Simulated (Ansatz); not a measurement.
`F[SiH](Cl)[GeH2][Cl]` + BH₃ → `[BH2][GeH2][Cl]` + `F[SiH2]Cl`  (formal exchange of groups at a Ge–Si bond)

Calculated with Ansatz (gas phase, PBE0-D4/def2-TZVP geometries, no zero-point term in ΔE). CCSD(T)/CBS is the MP2 limit (def2-TZVPP, def2-QZVPP) plus CCSD(T) − MP2 in def2-TZVPP, frozen cores. This one scheme is used for every species. Functionals use def2-TZVPP. B3LYP here is the variant with VWN-RPA as its local correlation; programs differ in this. For Ge outer-core shells are correlated without core-valence functions, which leaves a few kJ/mol of doubt a bond. Scalar relativity is left out up to krypton. One conformer a species, not always the lowest.

```csv
level,ΔE (kJ/mol),difference from CCSD(T)/CBS
PBE-D4,14.4,6.8
r2SCAN-D4,10.4,2.8
PBE0-D4,12.8,5.2
B3LYP-D4,14.8,7.2
ωB97X-V,9.6,2.0
ωB97M-V,10.0,2.4
PBE,10.0,2.4
r2SCAN,9.2,1.6
PBE0,8.7,1.1
HF/def2-TZVPP,3.0,-4.6
SCS-MP2/def2-TZVPP,6.9,-0.7
CCSD/def2-TZVPP,4.9,-2.7
CCSD(T)/def2-TZVPP,6.4,-1.2
HF/def2-QZVPP,3.3,-4.3
SCS-MP2/def2-QZVPP,7.6,0.0
HF/CBS(def2),3.3,-4.3
CCSD(T)/CBS,7.6,0
```

Largest T1 diagnostic among the species: 0.011.

The D4 term adds +7.1 kJ/mol with B3LYP and +4.1 kJ/mol with PBE0; it sums over pairs of atoms, weighted by their polarisabilities, and B3LYP, whose exchange is more repulsive, gets the larger term. In def2-TZVPP, CCSD(T) changes the Hartree–Fock value by +3.4 kJ/mol (the triples alone add +1.5 kJ/mol) and MP2 by +5.4 kJ/mol.

CCSD(T)/CBS has its own doubt, a few kJ/mol and more with outer-core shells, so smaller differences from it don't rank the levels.
